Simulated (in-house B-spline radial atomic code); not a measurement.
Results of a calculation; reference values are marked as such.
# O in an electron gas of r_s = 3.3: phase shifts, screening and friction

A nucleus sits in a uniform electron gas with a rigid positive background. The Kohn-Sham equations are solved self-consistently in the spin-unpolarised LDA (PW92), non-relativistic, on B-splines with outgoing waves at the boundary and partial waves to l = 8. The model has no lattice, no bands and no magnetic solution. Atomic units; δ_l are the phase shifts at the Fermi level, counted so that each bound state adds π, and good to about 0.0005.

The density parameter is r_s = 3.3 bohr.

| l | δ_l (rad) |
| --- | --- |
| 0 | 5.1848 |
| 1 | 2.4863 |
| 2 | -0.0187 |
| 3 | 0.0020 |
| 4 | 0.0004 |
| 5 | 0.0002 |
| 6 | 0.0001 |
| 7 | 0.0001 |
| 8 | 0.0001 |

Bound levels below the band bottom (hartree): s -18.23, s -0.4326.

(1) Check the Friedel sum rule, and say where the screening charge sits.

(2) Find the transport cross section and the electronic stopping of a 5 keV O ion (mass 16.0 u).

Answers

(1) k_F = (9π/4)^(1/3)/r_s = 0.58156. The rule is Z = (2/π) Σ (2l + 1) δ_l. The terms are s 3.301, p 4.748, d -0.060, f 0.009 and 0.007 beyond, in all 8.005 against Z = 8. Bound states hold 4 s, 0 p, 0 d electrons, so the scattering states carry 4.01 in all; where a term is smaller than its bound count, the bound level has drawn weight out of the band.

(2) σ_tr = (4π/k_F²) Σ (l + 1) sin²(δ_l − δ_(l+1)). The terms for l = 0 to 3 are 0.1838, 0.7068, 0.0013, 0.0000, all together 0.8919, so σ_tr = 37.155 × 0.8919 = 33.137 bohr². With n = 3/(4π r_s³) = 0.006643, the friction coefficient is Q = n k_F σ_tr = 0.1280. For v well below v_F = 0.582, dE/dx = Q v; with 24801 eV per u at v = 1, v = √(5000/(24801 × 16.0)) = 0.1123, so dE/dx = 0.01437 hartree/bohr = 7.39 eV/nm. The largest term couples the p and d waves.
